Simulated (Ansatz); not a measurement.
Geometry optimisation, Ansatz 0.2.0, RKS B3LYP-D4/def2-SVP.

input.yaml

```yaml
crystal:
  periodic: [false, false, false]
  atoms:
    - { symbol: B, position_ang: [-0.097536, -0.51949, -0.41513] }
    - { symbol: F, position_ang: [-0.068377, 0.178068, 2.006788] }
    - { symbol: H, position_ang: [0.964482, -0.002241, -0.577078] }
    - { symbol: Cl, position_ang: [-1.583344, 0.237932, -0.900363] }
    - { symbol: Cl, position_ang: [-0.13418, -2.25754, 0.150937] }
    - { symbol: H, position_ang: [-0.082046, -0.726029, 2.211445] }
basis:
  gaussian: { orbitals: def2-SVP }
hamiltonian:
  xc: b3lyp
  dispersion: d4
relax:
  f_tol: 0.03
  max_steps: 50
```

Command:

```bash
$ ansatz run input.yaml --threads 1 --pin off --max-ram 2048MiB --backend cpu --events-out ev --progress --plain --runs-dir out
```

Where does it end, and by what steps?

The forces met the threshold. After 8 steps the energy has fallen by 0.032 eV; F2 moved furthest, 0.08 Å.

| step | energy less start (eV) | largest force component (eV/Å) | accepted |
| --- | --- | --- | --- |
| 0 | 0.0000 | 0.931 | yes |
| 1 | -0.0137 | 0.703 | yes |
| 2 | 0.0091 | 0.912 | no |
| 3 | -0.0225 | 0.610 | yes |
| 4 | -0.0259 | 0.600 | yes |
| 5 | -0.0300 | 0.187 | yes |
| 6 | -0.0312 | 0.070 | yes |
| 7 | -0.0316 | 0.039 | yes |
| 8 | -0.0318 | 0.017 | yes |

```xyz
6
Properties=species:S:1:pos:R:3
B -0.107 -0.536 -0.426
F -0.055 0.177 2.090
H 0.951 -0.002 -0.576
Cl -1.583 0.224 -0.952
Cl -0.146 -2.201 0.183
H -0.061 -0.751 2.159
```

Whether the end is a true minimum wasn't checked by a vibrational analysis.

The run took 14 s on 1 thread of Intel(R) Xeon(R) 6975P-C (Granite Rapids), on a shared host, peak memory 0.16 GiB.
